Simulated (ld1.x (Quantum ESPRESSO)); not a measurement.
## phosphorus (P): one change to a PAW potential, before and after

```
Element                 : phosphorus (P)
Generator               : ld1.x (Quantum ESPRESSO) 7.5
Type                    : PAW
Functional              : LDA (PZ)
Relativity              : non-relativistic
Frozen core             : [He]
Valence charge          : 13
Reference configuration : 2s2 2p6 3s2 3p3
Partial waves           : 2s (bound): rcut 0.70, rcutus 0.80 bohr; 3s (bound): rcut 0.70, rcutus 0.80 bohr; 2p (bound): rcut 0.75, rcutus 0.80 bohr; 3p (bound): rcut 0.75, rcutus 0.80 bohr; 3d channel at -0.05 Ry: rcut 0.65, rcutus 0.85 bohr; 3d channel at 1.15 Ry: rcut 0.65, rcutus 0.85 bohr
Local potential         : all-electron potential smoothed inside 0.65 bohr (lloc = -1)
Core correction         : a·sin(br)/r model core inside 0.70 bohr
Augmentation charge     : PSQ, inside the norm-conserving radii
```

All-electron outer shells of the reference configuration (LDA (PZ), non-relativistic, ld1.x):

```tsv
shell	level (eV)	outermost node (bohr)	outermost maximum (bohr)
1s	-2069.76	–	0.07
2s	-172.22	0.14	0.42
2p	-124.53	–	0.36
3s	-13.95	0.66	1.58
3p	-5.61	0.64	1.83
```

Change: local potential all-electron potential smoothed inside 0.88 bohr (lloc = -1).

Cutoffs: the cutoffs (Ry, on a coarse ladder) from which the occupation-weighted sum of valence levels, in a spherical-Bessel basis at the reference potential, stays within 10 and 1 mRy of its value at 400 Ry; they do not see the model core or the augmentation charge, which bear on the density cutoff. Errors are all-electron minus pseudo energies relative to the spin-unpolarised reference configuration.

Task: What does the change do?

Result: Of the 9 tests that both files solve, the error grows in 2 and shrinks in 1 by more than 15 % and 0.3 meV (median size 0.0 → 0.0 meV); neither file shows a bound ghost.

```csv
quantity,base,changed
"cutoff, loose",200 Ry,200 Ry
"cutoff, tight",over 300 Ry,over 300 Ry
bound ghosts,none,none
"error for 2s2 2p6 3s2 3p2, meV [ΔE 9.83 eV]",0.0,0.0
"error for 2s2 2p6 3s2 3p1, meV [ΔE 29.09 eV]",-0.1,0.0
"error for 2s2 2p6 3s2 3p0, meV [ΔE 59.00 eV]",-0.6,+0.2
"error for 2s1 2p6 3s2 3p3, meV [ΔE 186.78 eV]",-4.3,+21
"error for 2s2 2p6 3s2 3p2.5, meV [ΔE 3.83 eV]",0.0,0.0
"error for 2s2 2p5 3s2 3p3, meV [ΔE 140.36 eV]",-10,+24
"error for 2s2 2p6 3s2 3p3.3, meV [ΔE -1.34 eV]",0.0,0.0
"error for 2s2 2p6 3s2 3p3 (spin-polarised), meV [ΔE -1.51 eV]",0.0,0.0
"error for 2s2 2p6 3s2 3p2 (spin-polarised), meV [ΔE 8.99 eV]",0.0,0.0
s: phases at 0.95 bohr within 0.05 rad from the reference energy up to (Ry; the scan ends near 5),to the end of the scan,to the end of the scan
p: phases at 0.95 bohr within 0.05 rad from the reference energy up to (Ry; the scan ends near 5),to the end of the scan,to the end of the scan
d: phases at 0.95 bohr within 0.05 rad from the reference energy up to (Ry; the scan ends near 5),to the end of the scan,to the end of the scan
lowest overlap eigenvalue by channel,"s 0.10, p 0.27, d 0.78","s 0.34, p 0.25, d 0.97"
```
